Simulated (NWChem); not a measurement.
System: TaHSOCl2; SMILES [Cl][Ta]([OH])(=[S])[Cl]

Input file for NWChem:

```
start job
memory heap 200 mb stack 900 mb global 1100 mb
geometry units angstroms
  Ta    -0.152365    -0.184610     0.042857
  S      1.725835    -0.785621    -1.028675
  Cl     0.620182     0.979056     1.781557
  Cl    -0.890062     1.530251    -1.176113
  O     -1.051031    -1.732117     0.222063
  H     -1.368192    -2.635129     0.221589
end
basis spherical
  * library def2-svp
end
ecp
  Ta library def2-ecp
end
dft
  xc pbe0
  iterations 150
end
driver
  maxiter 120
end
task dft optimize
```

Parts of the log:

```
             Northwest Computational Chemistry Package (NWChem) 7.3.0
             --------------------------------------------------------

 C1  symmetry detected

                             Geometry "geometry" -> ""
                             -------------------------

 Output coordinates in angstroms (scale by  1.889725989 to convert to a.u.)

  No.       Tag          Charge          X              Y              Z
 ---- ---------------- ---------- -------------- -------------- --------------
    1 Ta                  73.0000     0.00006205     0.07386898    -0.24477937
    2 S                   16.0000    -0.01310166     1.69761526     1.30451242
    3 Cl                  17.0000     1.68627114    -1.22761262     0.41618180
    4 Cl                  17.0000    -1.68004720    -1.24104444     0.40257567
    5 O                    8.0000     0.01042695     0.97436489    -1.80153657
    6 H                    1.0000     0.01587398     1.61797097    -2.50988926

 Effective nuclear repulsion energy (a.u.)    1250.5751271763

                                Z-matrix (autoz)
                                --------

 Units are Angstrom for bonds and degrees for angles

      Type          Name      I     J     K     L     M      Value
      ----------- --------  ----- ----- ----- ----- ----- ----------
    1 Stretch                  1     2                       2.24433
    2 Stretch                  1     3                       2.23025
    3 Stretch                  1     4                       2.22954
    4 Stretch                  1     5                       1.79847
    5 Stretch                  5     6                       0.95709
    6 Bend                     1     5     6               167.78901
    7 Bend                     2     1     3               102.82942
    8 Bend                     2     1     4               102.81689
    9 Bend                     2     1     5               103.61039
   10 Bend                     3     1     4                98.02065
   11 Bend                     3     1     5               122.98106
   12 Bend                     4     1     5               123.43374
   13 Torsion                  2     1     5     6           0.28166
   14 Torsion                  3     1     5     6        -115.15251
   15 Torsion                  4     1     5     6         115.96235

                           NWChem Geometry Optimization
                           ----------------------------

 maximum gradient threshold         (gmax) =   0.000450
 rms gradient threshold             (grms) =   0.000300
 maximum cartesian step threshold   (xmax) =   0.001800
 rms cartesian step threshold       (xrms) =   0.001200
 fixed trust radius                (trust) =   0.300000
 source of zmatrix                         =   autoz

          -------------------
          Energy Minimization
          -------------------

 Using diagonal initial Hessian
 Scaling for Hessian diagonals: bonds = 1.00  angles = 0.25  torsions = 0.10

          --------
          Step   0

                                 NWChem DFT Module
                                 -----------------

 Summary of "ao basis" -> "ao basis" (spherical)
 ------------------------------------------------------------------------------
       Tag                 Description            Shells   Functions and Types
 ---------------- ------------------------------  ------  ---------------------
 Ta                         def2-svp                12       32   6s3p2d1f
 S                          def2-svp                 8       18   4s3p1d
 Cl                         def2-svp                 8       18   4s3p1d
 O                          def2-svp                 6       14   3s2p1d
 H                          def2-svp                 3        5   2s1p

            General Information
            -------------------
          SCF calculation type: DFT
          Wavefunction type:  closed shell.
          No. of atoms     :     6
          No. of electrons :    72
           Alpha electrons :    36
            Beta electrons :    36
          Charge           :     0
          Spin multiplicity:     1
          Use of symmetry is: off; symmetry adaption is: off
          Maximum number of iterations: 150
          AO basis - number of functions:   105
                     number of shells:    45
          Convergence on energy requested:  1.00D-06
          Convergence on density requested:  1.00D-05
          Convergence on gradient requested:  5.00D-04

[...]

      ----------------------
      Optimization converged
      ----------------------

  Step       Energy      Delta E   Gmax     Grms     Xrms     Xmax
  ---- ---------------- -------- -------- -------- -------- --------
@   10   -1450.69062716 -4.4D-08  0.00002  0.00001  0.00020  0.00051
                                     ok       ok       ok       ok

                                Z-matrix (autoz)
                                --------

 Units are Angstrom for bonds and degrees for angles

      Type          Name      I     J     K     L     M      Value     Gradient
      ----------- --------  ----- ----- ----- ----- ----- ---------- ----------
    1 Stretch                  1     2                       2.15027   -0.00000
    2 Stretch                  1     3                       2.29918    0.00001
    3 Stretch                  1     4                       2.29919    0.00001
    4 Stretch                  1     5                       1.87026   -0.00001
    5 Stretch                  5     6                       0.96324   -0.00002
    6 Bend                     1     5     6               136.38129    0.00000
    7 Bend                     2     1     3               108.46346   -0.00000
    8 Bend                     2     1     4               108.47900   -0.00000
    9 Bend                     2     1     5               107.69973    0.00000
   10 Bend                     3     1     4               112.66401   -0.00000
   11 Bend                     3     1     5               109.69197   -0.00000
   12 Bend                     4     1     5               109.70435    0.00000
   13 Torsion                  2     1     5     6           0.22546    0.00001
   14 Torsion                  3     1     5     6        -117.63386    0.00001
   15 Torsion                  4     1     5     6         118.11018    0.00001

                         Geometry "geometry" -> "geometry"
                         ---------------------------------

 Output coordinates in angstroms (scale by  1.889725989 to convert to a.u.)

  No.       Tag          Charge          X              Y              Z
 ---- ---------------- ---------- -------------- -------------- --------------
    1 Ta                  73.0000     0.00171864     0.07631174    -0.09815292
    2 S                   16.0000    -0.01160556     1.75927978     1.24016226
    3 Cl                  17.0000     1.91740567    -1.13809251     0.27814899
    4 Cl                  17.0000    -1.90956713    -1.15160591     0.25608663
    5 O                    8.0000     0.00968397     0.74024892    -1.84658154
    6 H                    1.0000     0.01184968     1.60902102    -2.26259874

 Effective nuclear repulsion energy (a.u.)    1232.2129050905

                Final and change from initial internal coordinates
                --------------------------------------------------

                                Z-matrix (autoz)
                                --------

 Units are Angstrom for bonds and degrees for angles

      Type          Name      I     J     K     L     M      Value       Change
      ----------- --------  ----- ----- ----- ----- ----- ---------- ----------
    1 Stretch                  1     2                       2.15027   -0.09407
    2 Stretch                  1     3                       2.29918    0.06893
    3 Stretch                  1     4                       2.29919    0.06965
    4 Stretch                  1     5                       1.87026    0.07179
    5 Stretch                  5     6                       0.96324    0.00615
    6 Bend                     1     5     6               136.38129  -31.40772
    7 Bend                     2     1     3               108.46346    5.63405
    8 Bend                     2     1     4               108.47900    5.66211
    9 Bend                     2     1     5               107.69973    4.08934
   10 Bend                     3     1     4               112.66401   14.64336
   11 Bend                     3     1     5               109.69197  -13.28910
   12 Bend                     4     1     5               109.70435  -13.72939
   13 Torsion                  2     1     5     6           0.22546   -0.05619
   14 Torsion                  3     1     5     6        -117.63386   -2.48135
   15 Torsion                  4     1     5     6         118.11018    2.14783

 ==============================================================================
                                internuclear distances
 ------------------------------------------------------------------------------
       center one      |      center two      | atomic units |  angstroms
 ------------------------------------------------------------------------------
    2 S                |   1 Ta               |     4.06341  |     2.15027
    3 Cl               |   1 Ta               |     4.34482  |     2.29918
    4 Cl               |   1 Ta               |     4.34484  |     2.29919
    5 O                |   1 Ta               |     3.53428  |     1.87026
    6 H                |   5 O                |     1.82027  |     0.96324
 ------------------------------------------------------------------------------
                         number of included internuclear distances:          5
 ==============================================================================
```

Level: PBE0/def2-SVP with def2 effective core potentials on Ta. Not confirmed as a minimum by frequencies. def2 effective core potentials on Ta; no spin-orbit coupling.
